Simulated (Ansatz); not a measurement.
One change: `O=CCCBr` becomes `BCC=O`.

Ansatz, PBE0-D4/def2-TZVP geometries, multiplicity 1. Each molecule was computed in one conformer, which needn't be the lowest.

Scalar relativity is left out up to krypton.

| property | `O=CCCBr` |
| --- | --- |
| LUMO energy (B3LYP/def2-TZVPP) / eV | -1.28 |
| HOMO energy (PBE/def2-TZVPP) / eV | -6.05 |
| HOMO energy (B3LYP/def2-TZVPP) / eV | -7.42 |
| HOMO energy (ωB97M-V/def2-TZVPP) / eV | -10.03 |
| HOMO–LUMO gap (PBE/def2-TZVPP) / eV | 3.86 |
| HOMO–LUMO gap (PBE0/def2-TZVPP) / eV | 6.64 |

Problem. Give the same properties after the change, and the shifts. (An estimate is asked.)

Solution. The calculation gave: 
| property | `BCC=O` | shift |
| --- | --- | --- |
| LUMO energy (B3LYP/def2-TZVPP) / eV | -2.02 | -0.74 |
| HOMO energy (PBE/def2-TZVPP) / eV | -5.95 | 0.10 |
| HOMO energy (B3LYP/def2-TZVPP) / eV | -7.27 | 0.15 |
| HOMO energy (ωB97M-V/def2-TZVPP) / eV | -9.89 | 0.14 |
| HOMO–LUMO gap (PBE/def2-TZVPP) / eV | 3.15 | -0.71 |
| HOMO–LUMO gap (PBE0/def2-TZVPP) / eV | 5.72 | -0.92 |

With PBE0 the HOMO rises by 0.15 eV and the LUMO falls by 0.77 eV, so the gap narrows by about 0.92 eV. PBE moves the HOMO by 0.10 eV and ωB97M-V by 0.14 eV.

B3LYP here is the variant with VWN-RPA as its local correlation; programs differ in this.

Spin–orbit coupling is left out; it splits and shifts lone-pair levels of the heavy atoms by tenths of an eV.
